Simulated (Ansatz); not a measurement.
Program: Ansatz. Geometries: PBE0-D4/def2-TZVP. ΔE: electronic, gas phase. CCSD(T)/CBS is the MP2 limit (def2-TZVPP, def2-QZVPP) plus CCSD(T) − MP2 in def2-TZVPP, frozen cores. Functionals use def2-TZVPP. Each species was taken in one conformer, which may not be the lowest.

Consider the redistribution: `[BH2][AlH][BH]O` + `N=C(O)[SiH3]` → `[BH2][AlH][OH]` + `N=C([SiH3])BO`.

```tsv
species	r2SCAN0-D4 energy (Eh)
`[BH2][AlH][BH]O`	-370.25396
`N=C(O)[SiH3]`	-460.50093
`[BH2][AlH][OH]`	-344.85371
`N=C([SiH3])BO`	-485.96937
```

Task: Work out ΔE.

Result: ΔE = (-344.85371) + (-485.96937) − (-370.25396) − (-460.50093) = -0.06819 Eh = -179.0 kJ/mol. CCSD(T)/CBS gives -193.5 kJ/mol.

Task: What do rigid-rotor, harmonic-oscillator terms from PBE0-D4/def2-TZVP frequencies (298.15 K, 1 bar) make of the CCSD(T)/CBS value? (Best estimate.)

Result: The calculation gave: ΔZPE = -1.0 kJ/mol, ΔH = -194.4 kJ/mol, ΔS = -6 J/(mol·K), ΔG = -192.8 kJ/mol.

Largest T1 diagnostic among the species: 0.014.

From PBE to PBE0 (25 % exact exchange), in def2-TZVPP and without D4, ΔE moves by −9.9 kJ/mol. At CCSD(T), def2-SVP lies +12.0 kJ/mol from the extrapolated value and def2-TZVPP +2.3 kJ/mol.
